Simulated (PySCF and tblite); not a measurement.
The numbers below are computed, except where a source is named.
C₉H₁₂O, numbered as in [CH3:1][C:2](=[O:3])[C@@H:4]1[CH2:5][C@H:6]2[CH:7]=[CH:8][C@@H:9]1[CH2:10]2.

Level: PBE0-D3(BJ)/pcSseg-1 (IEF-PCM, acetonitrile)//GFN2-xTB, thermal terms from GFN2-xTB, symmetry numbers and mirror pairs counted. Conformers within 3 kcal/mol (GFN2-xTB free energy) were kept, 8 at most. Of two unlike H on one atom, a is the less shielded (PBE0/pcSseg-1 (IEF-PCM, acetonitrile)). Programs: PySCF with density fitting and tblite.

An NOE distance is ⟨r⁻⁶⟩^(−1/6) over all pairs of like atoms and, for the average, over conformers.

Torsions listed: O3–C2–C4–C5. The 5-ring runs over atoms 4–5–6–10–9. The 5-ring runs over atoms 6–7–8–9–10.

```json
{"conformer": "1", "shape": "5-ring envelope (ring torsions 38, -59, 58, -36, -2°); 5-ring envelope (ring torsions 0, 33, -50, 50, -33°); 24°", "weight %": "64.1"}
{"conformer": "2", "shape": "5-ring envelope (ring torsions 38, -58, 57, -35, -2°); 5-ring envelope (ring torsions 0, 34, -50, 50, -33°); 95°", "weight %": "35.9"}
```

Question: Which H–H contacts under 3.5 Å would NOEs report (pairs on one atom left out) at 298.15 K?

Answer: 
| pair | in 1 (Å) | in 2 (Å) | average (Å) |
| --- | --- | --- | --- |
| H4 ··· H5b | 2.38 | 2.35 | 2.37 |
| H5a ··· H6 | 2.50 | 2.49 | 2.50 |
| H5a ··· H10a | 2.55 | 2.57 | 2.56 |
| H6 ··· H7 | 2.62 | 2.62 | 2.62 |
| H8 ··· H9 | 2.62 | 2.63 | 2.62 |
| H6 ··· H10b | 2.65 | 2.65 | 2.65 |
| H9 ··· H10b | 2.65 | 2.65 | 2.65 |
| H7 ··· H8 | 2.66 | 2.66 | 2.66 |
| H9 ··· H10a | 2.68 | 2.67 | 2.68 |
| H5b ··· H6 | 2.69 | 2.68 | 2.69 |
| H6 ··· H10a | 2.69 | 2.70 | 2.69 |
| H4 ··· H9 | 2.70 | 2.71 | 2.70 |
| H1 ··· H4 | 2.75 | 2.78 | 2.76 |
| H4 ··· H5a | 2.95 | 2.96 | 2.95 |
| H4 ··· H8 | 3.01 | 3.00 | 3.01 |
| H5b ··· H7 | 3.09 | 3.09 | 3.09 |
| H1 ··· H9 | 2.95 | 4.50 | 3.16 |
| H8 ··· H10b | 3.50 | 3.49 | 3.49 |

Longer pairs under the limit may be missing.
